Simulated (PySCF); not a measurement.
This PySCF input asks for the NMR shieldings of `CC/C=P/c1ccsc1`, C$_{7}$H$_{9}$PS; the geometry comes from PBE0-D3(BJ)/def2-SVP.

```python
import basis_set_exchange as bse
import numpy as np
from pyscf import gto, dft
from pyscf.prop import nmr

atoms = """
C     3.310246   -0.630572    0.137638
C     2.591520    0.598946   -0.389733
C     1.100145    0.584029   -0.294431
P     0.193111   -0.681752    0.329604
C    -1.518050   -0.104894    0.070120
C    -2.571540   -0.420801    0.988468
C    -3.789104    0.061862    0.592540
S    -3.680893    0.883596   -0.911753
C    -1.994612    0.594855   -1.017787
H     4.399486   -0.530056    0.021790
H     2.993258   -1.538653   -0.399194
H     3.095610   -0.790588    1.205827
H     2.957850    1.504596    0.130378
H     2.862248    0.767813   -1.450138
H     0.598019    1.490204   -0.659487
H    -2.419402   -0.978500    1.914458
H    -4.746033   -0.021313    1.106375
H    -1.436482    0.930970   -1.891079
"""
names = dict.fromkeys(["C", "P", "S", "H"], "pcSseg-1")
basis = {el: gto.basis.parse(bse.get_basis(n, elements=[el], fmt="nwchem")) for el, n in names.items()}
mol = gto.M(atom=atoms, basis=basis, charge=0, verbose=0)
mf = dft.RKS(mol, xc="PBE0")
mf.grids.level = 2
mf.grids.alignment = dft.numint.BLKSIZE   # the property module wants whole blocks of grid points
mf.conv_tol = 1e-9
mf.kernel()

calc = nmr.RKS(mf)   # GIAO
C = mf.mo_coeff
Co = C[:, mf.mo_occ > 0]
resp = mf.gen_response(singlet=True, hermi=2)
def vind(x):   # induced exchange potential for any number of trial vectors
    d = np.einsum("pi,xij,qj->xpq", C, 2 * x.reshape(-1, C.shape[1], Co.shape[1]), Co, optimize=True)
    return np.einsum("xpq,pi,qj->xij", resp(d - d.transpose(0, 2, 1)), C, Co, optimize=True).ravel()
mo1, _ = nmr.rhf.solve_mo1(calc, with_cphf=vind)
sigma = calc.kernel(mo1)
for i, s in enumerate(sigma):   # ppm
    w = np.linalg.eigvalsh((s + s.T) / 2)
    print("%2d %-2s iso %8.1f  s11 %8.1f  s22 %8.1f  s33 %8.1f" % (i, mol.atom_pure_symbol(i), w.mean(), *w))
```

Q: What does it print?

A: 
```
 0 C  iso    170.5  s11    165.0  s22    166.2  s33    180.3
 1 C  iso    149.7  s11    132.5  s22    157.2  s33    159.5
 2 C  iso    -23.5  s11   -214.6  s22      1.4  s33    142.5
 3 P  iso     71.6  s11   -324.5  s22    116.6  s33    422.7
 4 C  iso     33.9  s11    -43.3  s22      6.5  s33    138.4
 5 C  iso     47.6  s11    -39.3  s22     39.5  s33    142.7
 6 C  iso     50.6  s11    -39.4  s22     51.0  s33    140.3
 7 S  iso    254.1  s11    116.8  s22    250.3  s33    395.4
 8 C  iso     52.4  s11    -29.7  s22     49.4  s33    137.5
 9 H  iso     29.9  s11     25.4  s22     27.5  s33     36.9
10 H  iso     29.8  s11     25.9  s22     28.7  s33     34.7
11 H  iso     29.8  s11     25.5  s22     28.6  s33     35.4
12 H  iso     28.5  s11     23.8  s22     27.7  s33     33.9
13 H  iso     28.7  s11     23.5  s22     27.8  s33     34.6
14 H  iso     21.9  s11     15.2  s22     21.1  s33     29.3
15 H  iso     24.0  s11     20.6  s22     24.4  s33     26.8
16 H  iso     24.1  s11     21.0  s22     24.4  s33     26.7
17 H  iso     24.0  s11     20.0  s22     24.5  s33     27.5
```

These numbers come from an equivalent density-fitted implementation of the same equations, which agrees with the script to about 0.01 ppm for H and up to a few tenths of a ppm for heavy atoms, so last digits may differ.

Q: Turn these shieldings into chemical shifts. Chemical shifts δ = σref − σ; 13C (σ = 184.41 ppm), 1H (σ = 31.27 ppm) against TMS; H3PO4 for 31P (σ = 310.13 ppm); 33S (σ = 495.66 ppm) against CS2, all at this level.

A: Averaging equivalent atoms: C 2: 208.0; C 4: 150.5; C 5: 136.8; C 6: 133.8; C 8: 132.0; C 1: 34.7; C 0: 13.9; P 3: 238.5; S 7: 242; H 14: 9.40; H 15: 7.31; H 17: 7.27; H 16: 7.19; H 12/13: 2.71; H 9/10/11: 1.42 ppm. Experimental scales use liquid or dissolved standards, which lie at an offset from isolated H3PO4.

Size and cost of the density-fitted run: 212 basis functions, 39 s wall time on 1 thread of an Intel Xeon 6975P-C, shared host; peak memory 0.99 GiB.
